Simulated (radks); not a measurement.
Values are calculated unless marked as measured or tabulated.
O5+, configuration [He] 2s1.

Code: a radial shooting solver on a logarithmic mesh with Libxc functionals. Model: Dirac Kohn-Sham, exchange-only PBE, spin-unpolarised, spherical densities, finite nucleus; Fermi nuclear charge, rms radius 2.6991 fm.

Energy parts (hartree):
| part | energy |
|---|---|
| total | -64.09297 |
| kinetic | 64.20046 |
| electron-nucleus | -135.87553 |
| Hartree | 12.83416 |
| exchange | -5.25207 |

Orbitals (lengths in bohr, moments of r in powers of bohr; <r^-3> diverges for s and p1/2; r(max) is where P^2 peaks):
orbital  occ.  eigenvalue (hartree)    <r^2>     <r^4>  r(max)  <r^-3>  small-component weight
1s1/2       2             -24.04584  0.05294  0.007263  0.1288       -                7.82e-04
2s1/2       1              -4.59521   0.9394     1.486  0.7600       -                1.43e-04

The highest occupied level is 2s1/2 at -125.04 eV. The electron density at the nucleus is 321.8 e/bohr^3.
